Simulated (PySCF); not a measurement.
Compound: C6H6NPS.
Cartesian coordinates in Å at the GFN2-xTB level; atoms count from 1:
```
atom  x, y, z in Å
C1    -2.2035    0.2286    0.7522
C2    -1.4620    0.4464   -0.5689
C3    -0.0419   -0.0051   -0.4594
C4     0.4244   -1.2427   -0.7727
P5     2.1268   -1.6028   -0.5150
C6     2.4456   -0.0185    0.0965
C7     3.6991    0.4147    0.5233
N8     4.7356    0.7659    0.8746
S9     1.1187    1.0995    0.1795
H10   -3.2348    0.5585    0.6597
H11   -2.1981   -0.8252    1.0218
H12   -1.7290    0.7930    1.5520
H13   -1.4907    1.5066   -0.8285
H14   -1.9577   -0.1158   -1.3628
H15   -0.2370   -1.9951   -1.1742
```

NICS is the negative of the GIAO shielding at a point without a nucleus: at the ring centre (0) and 1 Å above and below it (1); zz is the component along the ring normal. Level: GIAO PBE0/pcSseg-1 (PySCF, non-relativistic, gas phase) on the GFN2-xTB geometry, one conformer.

Ring bond lengths (Å), with Mayer bond orders in brackets: C3–C4 1.359 (1.57), C4–P5 1.759 (1.17), P5–C6 1.728 (1.35), C6–S9 1.737 (1.11), S9–C3 1.725 (1.17).

Q: What do the NICS probes read (ppm)?

A: 
| ring | type | NICS(0) | NICS(1), two faces | NICS(1)zz, two faces | rms pucker (Å) | centre to ring atoms, mean (Å) |
| --- | --- | --- | --- | --- | --- | --- |
| C3–C4–P5–C6–S9 | 5-membered ring with P and S; formal bonds all aromatic | -11.1 | -10.8 / -10.9 | -22.7 / -23.5 | 0.00 | 1.40 |

Q: What can be read from them?

A: 
- C3–C4–P5–C6–S9: mean NICS(1)zz -23.1 ppm, shielded.

Q: What does the geometric index give? HOMA takes Krygowski's 1993 parameters.

A: 
- C3–C4–P5–C6–S9: HOMA 0.74; the largest term is that of C4–P5, α(R − Ropt)² = 0.44.

Q: What is the mean of the two in-plane components of NICS at the second NICS(1) probe listed for ring C3–C4–P5–C6–S9, 1 Å off the ring?

A: The isotropic value is a third of the trace: (3 × -10.9 − (-23.5))/2 = -4.6 ppm.
